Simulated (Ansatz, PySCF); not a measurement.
The pair A = GeH4 (SMILES [GeH4]) (first 5 atoms), B = CH2O2 (SMILES O=CO); geometry from B3LYP-D3(BJ)/def2-TZVP.
(charge 0, multiplicity 1):
```xyz
10

Ge    -0.28487     0.14269     0.13679
H     -0.81389    -0.21854    -1.26178
H     -0.68263     1.57599     0.49631
H      1.23216    -0.05082     0.19212
H     -0.95350    -0.83098     1.13506
O      0.84590     0.90967     3.19477
C      0.42232     0.24711     4.10020
O     -0.45061    -0.76141     3.98040
H      0.69598     0.38032     5.15461
H     -0.67543    -0.85627     3.03596
```

Frozen-core correlation. Filled d and f shells under p-block atoms count as core. CBS(a, b) extrapolates the correlation energy as X⁻³ and adds the Hartree–Fock energy of set b. MP2 and its Hartree–Fock in aug-cc-pVTZ are density fitted.

The values were computed with Ansatz (Gaussian orbitals); PySCF for the dispersion terms. Values without a source in brackets are computed.

The monomers are drawn apart, rigid, along the line of their centres of mass. Counterpoise-corrected interaction energies (kcal/mol):

| level | R = 4.415 Å | R = 5.183 Å |
|---|---|---|
| PBE/def2-TZVPPD | -0.9515 | -0.3753 |
| PBE-D3(BJ)/def2-TZVPPD | -1.5542 | -0.6389 |
| wB97M-V/def2-TZVPPD | -1.3374 | -0.5427 |
| MP2/CBS(aug-cc-pVDZ, aug-cc-pVTZ) + ΔCCSD(T)/aug-cc-pVDZ | -1.3950 | -0.5604 |

### Question
R is the distance of the centres of mass. Find the local exponent m of E ∝ R⁻ᵐ between the two points.

### Answer

m = ln(E₁/E₂)/ln(R₂/R₁): PBE/def2-TZVPPD 5.8; PBE-D3(BJ)/def2-TZVPPD 5.5; wB97M-V/def2-TZVPPD 5.6; MP2/CBS(aug-cc-pVDZ, aug-cc-pVTZ) + ΔCCSD(T)/aug-cc-pVDZ 5.7. For scale, two fixed dipoles give m = 3, dipole and quadrupole 4, quadrupoles 5, and dispersion or dipole-induced dipole 6 at long range; at these distances several terms mix, and what is left of overlap and damping shifts m, so it need not match one of them.

Ansatz is a first-principles code.
